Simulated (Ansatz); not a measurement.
Computed with Ansatz.

A structure relaxed at PBE0-D4/def2-TZVP, charge 0, multiplicity 1:

Cartesian coordinates in Å:
```
Si -1.139 -0.548 0.534
C 0.653 -0.148 0.294
Ga 1.224 1.257 -0.913
Se 1.416 -0.953 -1.449
H -1.382 -2.015 0.576
H -1.632 0.055 1.805
H -1.921 0.026 -0.595
H 1.312 -0.370 1.131
H 1.468 2.696 -1.383
```

Q: Give its formula and SMILES.

A: CH5GaSeSi, `[SiH3][CH]1[GaH][Se]1`.

Q: Summarise the bond lengths by kind.

A: 1 × C–Si 1.851 Å; 3 × H–Si 1.488 to 1.491 Å; 1 × C–Ga 1.939 Å; 1 × C–Se 2.066 Å; 1 × C–H 1.088 Å; 1 × Ga–Se 2.282 Å; 1 × Ga–H 1.533 Å.
